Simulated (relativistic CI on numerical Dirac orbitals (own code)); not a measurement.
## Ir6+ (5d3) in a crystal field

Calculated by Dirac-Coulomb-Breit CI, orbitals from a KLI potential per configuration, model QED, valence Slater integrals scaled by 0.8, one configuration in a parametric crystal field (own radial code).

Field parameters in Wybourne normalisation: Oh B⁴₀ = 21Dq, B⁴₄ = √(5/14) B⁴₀. The field is a parameter set, without covalency.

S and J are read from ⟨S²⟩ = S(S + 1) and ⟨J²⟩ = J(J + 1) of each level; they are not fictitious spins.

Oh, 10Dq = 10000 cm⁻¹, the lowest 16 levels:

```
E (cm⁻¹)  Degeneracy  Irrep     S     J
     0.0           4     Γ8  1.37  2.13
    9292           4     Γ8  1.32  2.85
   12461           2     Γ7  1.45  2.70
   14849           4     Γ8  1.08  3.20
   15271           2     Γ6  1.21  3.51
   16054           4     Γ8  1.27  3.94
   18114           4     Γ8  0.97  3.60
   18737           2     Γ7  1.31  3.32
   20297           2     Γ6  1.20  2.00
   21752           2     Γ6  0.92  4.25
   23084           4     Γ8  0.98  3.63
   27499           4     Γ8  1.16  3.57
   28351           2     Γ6  0.94  3.62
   28933           4     Γ8  1.23  3.90
   30773           2     Γ7  0.79  3.39
   30998           4     Γ8  0.95  3.77
```

Oh, 10Dq = 18000 cm⁻¹, the lowest 16 levels:

```tsv
E (cm⁻¹)	Degeneracy	Irrep	S	J
0.0	4	Γ8	1.40	2.62
11867	4	Γ8	1.01	3.29
15834	4	Γ8	0.73	3.72
17377	2	Γ6	0.81	3.39
18516	2	Γ7	1.42	2.84
20986	4	Γ8	1.39	3.66
22416	4	Γ8	1.20	3.01
24311	2	Γ6	1.33	3.03
24797	2	Γ7	1.15	3.28
27960	2	Γ6	1.13	3.64
28722	4	Γ8	0.97	3.77
31602	4	Γ8	1.08	3.27
34149	2	Γ7	0.89	3.95
34701	2	Γ6	0.85	4.02
34970	4	Γ8	1.20	3.74
37208	4	Γ8	0.98	4.12
```

Oh, 10Dq = 25950 cm⁻¹, the lowest 16 levels:

```csv
E (cm⁻¹),Degeneracy,Irrep,S,J
0.0,4,Γ8,1.42,2.88
13250,4,Γ8,0.79,3.56
16358,4,Γ8,0.61,3.82
17971,2,Γ6,0.62,3.40
24429,2,Γ7,1.22,3.06
26685,4,Γ8,1.28,3.65
28787,4,Γ8,1.36,2.87
29056,2,Γ7,1.11,3.41
30659,2,Γ6,1.41,3.29
31872,4,Γ8,0.90,3.70
35068,2,Γ6,1.20,3.32
37856,4,Γ8,1.18,3.18
39254,2,Γ7,1.14,3.60
41086,4,Γ8,1.37,3.55
41894,2,Γ6,0.79,4.24
43681,4,Γ8,0.90,3.87
```

Oh, 10Dq = 33950 cm⁻¹, the lowest 10 levels:

```csv
E (cm⁻¹),Degeneracy,Irrep,S,J
0.0,4,Γ8,1.43,3.02
13944,4,Γ8,0.68,3.70
16667,4,Γ8,0.56,3.82
18136,2,Γ6,0.56,3.43
27270,2,Γ7,0.76,3.49
29948,4,Γ8,0.82,3.80
34779,2,Γ7,1.39,3.17
35888,4,Γ8,1.38,2.89
36696,4,Γ8,1.33,3.42
37868,2,Γ6,1.43,3.37
```

Oh, 10Dq = 41950 cm⁻¹, the lowest 16 levels:

```csv
E (cm⁻¹),Degeneracy,Irrep,S,J
0.0,4,Γ8,1.44,3.11
14339,4,Γ8,0.63,3.79
16867,4,Γ8,0.54,3.81
18185,2,Γ6,0.54,3.46
28100,2,Γ7,0.61,3.63
30839,4,Γ8,0.64,3.77
42050,2,Γ7,1.45,3.09
43168,4,Γ8,1.42,3.08
43977,4,Γ8,1.43,3.23
45393,2,Γ6,1.44,3.42
50270,2,Γ6,1.26,3.04
52804,4,Γ8,1.27,3.01
53878,2,Γ7,1.29,3.18
55526,4,Γ8,1.44,3.30
57120,2,Γ6,0.73,4.40
58765,4,Γ8,0.80,3.91
```

Levels of this model without a field, named by their leading LS term (the scale mimics covalency, so terms lie below those of the real free ion): 4F_3/2 0, 4F_5/2 7704, 4F_7/2 13392, 4P_3/2 16186, 4F_9/2 16606, 4P_1/2 18871, 2G_7/2 25832, 2H_9/2 26904 cm⁻¹.
